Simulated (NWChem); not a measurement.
System: AlHCl$_{2}$; SMILES [Cl][AlH][Cl]

Here is an NWChem input.

```
start job
memory heap 200 mb stack 900 mb global 1100 mb
geometry units angstroms noautoz
  Al     0.000000     0.000000    -0.692821
  H      0.000000     0.000000    -2.270700
  Cl    -1.805929     0.000000     0.389456
  Cl     1.805929     0.000000     0.389456
end
basis spherical
  * library 6-31+g*
end
dft
  xc b3lyp
  iterations 150
  vectors input atomic output neutral.movecs
end
task dft energy
charge 1
dft
  odft
  mult 2
  vectors input atomic output cation.movecs
end
task dft energy
charge -1
dft
  odft
  mult 2
  vectors input atomic output anion.movecs
end
task dft energy
```

All runs use the structure optimised with PBE-D3(BJ)/def2-SVP.

Ions are spin-unrestricted doublets at the neutral geometry; other ion states weren't tried.

Task: Give the results of this calculation. (B3LYP/6-31+G* (spherical d), vertical spin-unrestricted ions.) Quantities: vertical ionisation energy, ΔSCF (eV); −ε(HOMO) (eV).

Result: 
| Item | Result |
|---|---|
| vertical ionisation energy, ΔSCF (eV) | 11.54 |
| −ε(HOMO) (eV) | 9.10 |
